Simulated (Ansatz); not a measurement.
System: C₃H₈O₃Si, net charge 0, singlet state. 
Structure (B3LYP-D3(BJ)/def2-TZVP (Ansatz, a first-principles code) minimum search):
```
C
H 1 1.0930
H 1 1.0932 2 107.85
C 1 1.4958 2 111.14 3 121.68
C 4 1.3303 1 125.34 2 -139.04
H 5 1.0821 4 121.48 1 -177.60
H 5 1.0847 6 116.92 4 178.75
H 4 1.0861 5 118.86 6 -1.04
Si 1 1.8690 2 108.52 3 -116.83
O 9 1.6390 1 105.15 2 -55.71
H 10 0.9608 9 118.05 1 172.68
O 9 1.6412 10 108.52 11 50.01
H 12 0.9606 9 116.74 10 -145.45
O 9 1.6469 10 113.94 11 -67.01
H 14 0.9624 9 115.96 10 -76.49
```
Charge 0, spin multiplicity 1.

Wanted: atomisation energy (electronic, to ground-state atoms); the coupled-cluster value holds the core correlation from cc-pwCVTZ, in kcal/mol. Valence correlation only, unless marked. Open shells are spin-unrestricted. No spin-orbit coupling. No relativistic terms. CBS marks a two-point X^-3 extrapolation of the correlation energy; Hartree-Fock from the larger set.

Level to compare with: CCSD(T)/CBS(cc-pV(T+d)Z,cc-pV(Q+d)Z) plus the core term (Ansatz), 1509.7 kcal/mol. It is a level with limits of its own, and the differences hold the functionals' basis error too.

### Question
Rank these functionals by how close they come to CCSD(T)/CBS(cc-pV(T+d)Z,cc-pV(Q+d)Z), closest first: wB97X-V/def2-TZVPD (Ansatz); BLYP/def2-TZVPD (Ansatz); CAM-B3LYP/def2-TZVPD (Ansatz).

### Answer
wB97X-V/def2-TZVPD (range-separated hybrid with VV10, 1497.4 kcal/mol, difference -12.3), CAM-B3LYP/def2-TZVPD (range-separated hybrid, 1495.6 kcal/mol, difference -14.1), BLYP/def2-TZVPD (GGA, 1475.4 kcal/mol, difference -34.3)
